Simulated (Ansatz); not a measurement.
Single points on trans-Hf(PH3)2Cl4 (HfP2H6Cl4).

```yaml
crystal:
  periodic: [false, false, false]
  atoms:
    - {symbol: Cl, position_ang: [2.185467, 1.757295, 1.901109]}
    - {symbol: Cl, position_ang: [-1.073394, 2.135435, 0.290821]}
    - {symbol: Cl, position_ang: [1.879634, 2.113122, -1.869159]}
    - {symbol: Cl, position_ang: [2.083370, -1.174072, -0.285453]}
    - {symbol: Hf, position_ang: [1.016483, 0.967792, 0.007062]}
    - {symbol: P, position_ang: [-0.320145, -0.655912, 1.923533]}
    - {symbol: P, position_ang: [-0.656353, -0.273693, -1.931137]}
    - {symbol: H, position_ang: [-1.069201, -0.031000, 2.951412]}
    - {symbol: H, position_ang: [0.454545, -1.548776, 2.705259]}
    - {symbol: H, position_ang: [-1.306995, -1.576067, 1.481198]}
    - {symbol: H, position_ang: [-0.061917, -1.046707, -2.959192]}
    - {symbol: H, position_ang: [-1.504124, 0.548746, -2.714140]}
    - {symbol: H, position_ang: [-1.627349, -1.216164, -1.501303]}
basis:
  gaussian: {orbitals: def2-TZVP, initial_orbitals: start.molden}
correlation: {method: mp2}
scf: {omitted_lower_state_checks: [starts]}
output: {orbitals: {seedname: orbitals}}
```

The file start.molden holds the orbitals of an earlier run on this structure, at another level or in another basis.

```sh
$ ansatz run in.yaml --threads 4 --pin off --events-out ev --progress --plain --max-ram 4787MiB
```

Shortened log:

```
Functional definition: HF
  name "HF"
  cite "Fock, Z. Phys. 61, 126 (1930) doi:10.1007/BF01340294"
  parent pbe
  exchange = exact_x
  correlation = 0
these checks for a lower state are left out or cut short: starts
1931 factors; integrals over basis functions are off by at most 1.4e-3 eV
mean field evaluation 1: about -69954.4029 eV, gradient 5.4e1 eV
mean field evaluation 2: about -69956.0508 eV, gradient 2.5e0 eV
mean field evaluation 4: about -69956.5878 eV, gradient 1.8e0 eV
mean field evaluation 8: about -69956.5979 eV, gradient 6.7e-4 eV
mean field -69956.59792498 eV, -2570.8575554579 hartree, gradient 1.1e-6 eV, S^2 0.000000; 0 other end points of the search recorded, 0 dependent functions left out
30 core orbitals not correlated: weight in the atoms' cores, before any rotation towards them, 1.000 or more for the frozen orbitals, at most 0.000 for the correlated occupied ones
reference -69956.59792498 eV, -2570.8575554579 hartree; 28, 28 occupied and 240, 240 virtual orbitals, 1931 factors
second order -37.11375821 eV of doubles, -0.00000000 eV of singles
Total energy: -69993.71168319 eV, -2572.2214609156 hartree
Checks for a lower state left out: starts
```

Hardware: 4 threads of Arm Neoverse V1 on a shared host. Wall time 12 s, peak host memory 1 GiB.

As the first input, with `hamiltonian: {xc: r2scan, dispersion: d4}` and without the key `correlation` (abridged; 17 s):

```
Functional definition: r2SCAN
mean field -70079.91710783 eV, -2575.3894518389 hartree, gradient 1.6e-5 eV, S^2 0.000000
Total energy: -70080.06149819 eV, -2575.3947580866 hartree
Checks for a lower state left out: starts
```

The first input with `hamiltonian: {xc: {name: revPBE}, dispersion: d4}` and without the key `correlation` (abridged; 7.5 s):

```
Functional definition: revPBE
mean field -70072.07108178 eV, -2575.1011156996 hartree, gradient 8.4e-6 eV, S^2 0.000000
Total energy: -70073.26120498 eV, -2575.1448519206 hartree
Checks for a lower state left out: starts
```

Geometry: PBE0-D4/def2-SVP.

In the def2 sets Hf takes a core potential; there is no spin–orbit coupling. Correlated methods freeze 30 core orbitals; core or outer-core shells of Hf are correlated, in sets that lack core-valence functions.
